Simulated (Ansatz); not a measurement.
VSF₃, relaxed as a singlet with RKS r2SCAN-D4/def2-SVP in Ansatz, starting from the GFN2-xTB geometry. Force threshold 0.02 eV/Å.

The restricted singlet is unstable towards broken spin symmetry at other levels; at r2SCAN-D4/def2-SVP this wasn't settled.

Start:

| atom | x (Å) | y (Å) | z (Å) |
| --- | --- | --- | --- |
| V1 | 0.073 | 0.056 | -0.179 |
| S2 | -0.668 | -0.518 | 1.639 |
| F3 | 1.571 | 0.589 | 0.213 |
| F4 | -0.993 | 1.211 | -0.639 |
| F5 | 0.017 | -1.339 | -1.034 |

```json
{"step": "1", "energy (eV)": "-44661.2454", "largest force component (eV/Å)": "4.748", "SCF passes": "45"}
{"step": "2", "energy (eV)": "-44661.7453", "largest force component (eV/Å)": "0.427", "SCF passes": "40"}
{"step": "3", "energy (eV)": "-44661.7542", "largest force component (eV/Å)": "0.178", "SCF passes": "34"}
{"step": "4", "energy (eV)": "-44661.7549", "largest force component (eV/Å)": "0.024", "SCF passes": "34"}
{"step": "5", "energy (eV)": "-44661.7549", "largest force component (eV/Å)": "0.000", "SCF passes": "22"}
```

Force components are those of the run's own axes.

End:

```xyz
5

V     0.0243    0.0188   -0.0596
S    -0.7027   -0.5446    1.7215
F     1.6072    0.6136    0.1484
F    -0.9727    1.2393   -0.7067
F     0.0439   -1.3272   -1.1036
```

By distances, no bond broke or formed. The bond that changes most is V1–F5, from 1.64 to 1.70 Å (atoms count from 1).

No frequencies were taken in this run, so the end may be a saddle point.

Run time 16 s (4 threads of Arm Neoverse V1 on a shared host).
